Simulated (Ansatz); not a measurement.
Basis-set extrapolation for C$_{2}$H$_{8}$ClNOSi, SMILES `CN[SiH](Cl)OC` (PBE0-D4/def2-TZVP geometry, frozen core, Ansatz 0.2.0). Multiplicity 1, RHF reference.

```tsv
	def2-TZVPP	def2-QZVPP
HF	-958.376198	-958.408920
MP2 correlation	-1.104458	-1.190664
CCSD(T) correlation	-1.206380	not run
```

Energies in hartree. Use E(X) = E(∞) + A·exp(−7.88·√X) for Hartree–Fock and E(X) = E(∞) + B·X^(−2.97) for correlation, with X = 3 and 4, and add CCSD(T) minus MP2 of the smaller set to the MP2 limit.

Task: What is the CCSD(T) energy at the basis-set limit?

Result: HF limit: -958.408920 + (-0.032722) × 0.13774 = -958.41343. MP2 limit: -1.190664 + (-0.086206) × 0.74074 = -1.25452. Higher-order term: -1.206380 − (-1.104458) = -0.10192. Total: -959.76987 hartree, 117.5 kcal/mol below CCSD(T)/def2-TZVPP.
